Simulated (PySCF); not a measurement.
All numbers come from PBE0/[I def2-SVP with ECP28, F def2-SVP], scalar-relativistic core potentials, density fitting, no spin–orbit coupling, PySCF. Open shells, if any, are unrestricted.

Q: What shape and geometry does isolated singlet IF5 take (every ligand bound to I)?

A: Counting electrons, iodine keeps 2 of its valence electrons outside its bonds, so the VSEPR class is AX5E1 and the expected shape is square pyramidal (C4v), as computed. The lowest minimum found is a singlet of C4v symmetry with I–F 1.878 Å, I–F 1.919 Å (×4); F–I–F 83.1° (×4), F–I–F 89.2° (×4), F–I–F 166.2° (×2). Its harmonic wavenumbers are 178 (e), 185 (b1), 248 (b2), 292 (a1), 323 (e), 611 (b1), 627 (a1), 682 (e), 698 (a1) cm⁻¹ and its dipole moment is 2.81 D.
